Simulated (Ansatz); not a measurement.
Wavefunction ladder for C₃H₆AgN (`CC#[N+][Ag-][CH3]`)

| atom | x (Å) | y (Å) | z (Å) |
| --- | --- | --- | --- |
| C1 | 2.2112 | 1.1409 | 2.1108 |
| C2 | 1.2332 | 0.6361 | 1.1752 |
| N3 | 0.4578 | 0.2359 | 0.4336 |
| Ag4 | -0.9793 | -0.5055 | -0.9368 |
| C5 | -2.3816 | -1.2287 | -2.2725 |
| H6 | 3.0742 | 1.5311 | 1.5693 |
| H7 | 1.7725 | 1.9412 | 2.7085 |
| H8 | 2.5380 | 0.3380 | 2.7733 |
| H9 | -2.1713 | -2.2717 | -2.5226 |
| H10 | -2.3696 | -0.6441 | -3.1958 |
| H11 | -3.3851 | -1.1733 | -1.8429 |

Charge 0, multiplicity 1. Correlated methods include outer-core shells of Ag, which these sets cover unevenly. Ag: def2 effective core potential. All single points use the PBE0-D4/def2-TZVP geometry. Frozen core, restricted reference, Ansatz 0.2.0.

```tsv
basis	HF (Eh)	MP2 corr.	CCSD corr.	(T)	CCSD(T) total
def2-SVP	-317.47104	-0.94665	-0.96277	-0.03384	-318.46765
def2-TZVPP	-317.70127	-1.41144	-1.39419	-0.05646	-319.15192
def2-QZVPP	-317.71092	-1.53924	–	–	–
```
